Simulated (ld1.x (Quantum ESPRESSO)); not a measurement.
Which change was made? (Pb, TM semilocal)

- Element: lead
- Generator: ld1.x (Quantum ESPRESSO) 7.5
- Type: norm-conserving Troullier–Martins (semilocal form)
- Functional: PBE
- Relativity: scalar-relativistic
- Frozen core: [Xe] 4f14 5d10
- Valence charge: 4
- Reference configuration: 6s2 6p2
- Partial waves: 6s (bound): rc 2.10 bohr; 6p (bound): rc 2.35 bohr
- Local potential: the p channel
- Core correction: a·sin(br)/r model core inside 1.70 bohr

Cutoffs, loose and tight: the cutoffs (Ry, on a coarse ladder) from which the occupation-weighted sum of valence levels, in a spherical-Bessel basis at the reference potential, stays within 10 and 1 mRy of its value at 400 Ry. They do not see the model core or the augmentation charge, which bear on the density cutoff. Test errors are all-electron minus pseudo excitation energies from the reference, over the configurations 6s2 6p1; 6s2 6p0; 6s1 6p0; 6s1 6p3; 6s0 6p4; 6s2 6p2.3; 6s1 6p2; variants that change the core or the reference have their own tests.

The base gives: outcome: generated; cutoff, loose: 21 Ry; cutoff, tight: 35 Ry; bound ghosts: none; largest test error (meV): -610.

**Question.** After one change the result is: outcome: generated; cutoff, loose: 12 Ry; cutoff, tight: 21 Ry; bound ghosts: none; largest test error (meV): -635. Which change was it?
A. wave 6p (bound): rc 2.35 bohr becomes 6p (bound): rc 2.12 bohr
B. reference 6s1.5 6p2.5
C. wave 6s (bound): rc 2.10 bohr becomes 6s (bound): rc 2.64 bohr
D. core [Xe] 4f14, valence charge 14; reference 5d10 6s2 6p2; waves now 6s (bound): rc 2.00 bohr; 5d (bound): rc 1.20 bohr; 6p (bound): rc 2.15 bohr; core correction Bessel-smoothed model core, default radius (core density twice the valence density)
E. all radii but the core radius scaled by about 1.28 (s 2.68, p 3.00 bohr)

**Answer.** E. The others give: wave 6s (bound): rc 2.10 bohr becomes 6s (bound): rc 2.64 bohr → outcome: generated; cutoff, loose: 15 Ry; cutoff, tight: 25 Ry; bound ghosts: none; largest test error (meV): -610 | core [Xe] 4f14, valence charge 14; reference 5d10 6s2 6p2; waves now 6s (bound): rc 2.00 bohr; 5d (bound): rc 1.20 bohr; 6p (bound): rc 2.15 bohr; core correction Bessel-smoothed model core, default radius (core density twice the valence density) → outcome: generated; cutoff, loose: 90 Ry; cutoff, tight: 110 Ry; bound ghosts: none; largest test error (meV): -121 | reference 6s1.5 6p2.5 → outcome: generated; cutoff, loose: 21 Ry; cutoff, tight: 30 Ry; bound ghosts: none; largest test error (meV): -88 | wave 6p (bound): rc 2.35 bohr becomes 6p (bound): rc 2.12 bohr → outcome: generated; cutoff, loose: 25 Ry; cutoff, tight: 45 Ry; bound ghosts: none; largest test error (meV): -616.
